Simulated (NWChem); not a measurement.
System: AlH3Se2; SMILES [SeH][AlH][SeH]

Here is an NWChem input.

```
start job
memory heap 200 mb stack 900 mb global 1100 mb
geometry units angstroms noautosym nocenter noautoz
  Al     0.000000     0.000000    -0.982275
  H      0.000000     0.000000    -2.561894
  Se    -2.019118     0.307225     0.111515
  H     -1.423041     0.216321     1.453072
  Se     2.019118    -0.307225     0.111515
  H      1.423041    -0.216321     1.453072
end
basis spherical
  Al library pcsseg-1
  H library pcsseg-1
  Se library pcsseg-1
end
dft
  xc xpbe96 cpbe96
  iterations 150
end
property
  shielding 4 1 2 3 4
end
task dft property
```

The geometry was optimised at PBE0/def2-SVP.

GIAO values for the isolated, static molecule; σ is the absolute isotropic shielding, δ = σ(reference) − σ with the isolated reference molecule computed at the same levels (1H: tetramethylsilane). Spin-orbit effects, on the heavy nuclei and on their neighbours, are missing.

Atoms are numbered as in the input.

### Question
Predict the main results of this run. (PBE/pcSseg-1, GIAO.) Quantities: σ Al1 (ppm); δ H2 (ppm); σ Se3 (ppm); δ H4 (ppm).

### Answer
| Quantity | Result |
|---|---|
| σ Al1 (ppm) | 281.2 |
| δ H2 (ppm) | 5.68 |
| σ Se3 (ppm) | 1927.6 |
| δ H4 (ppm) | 0.97 |
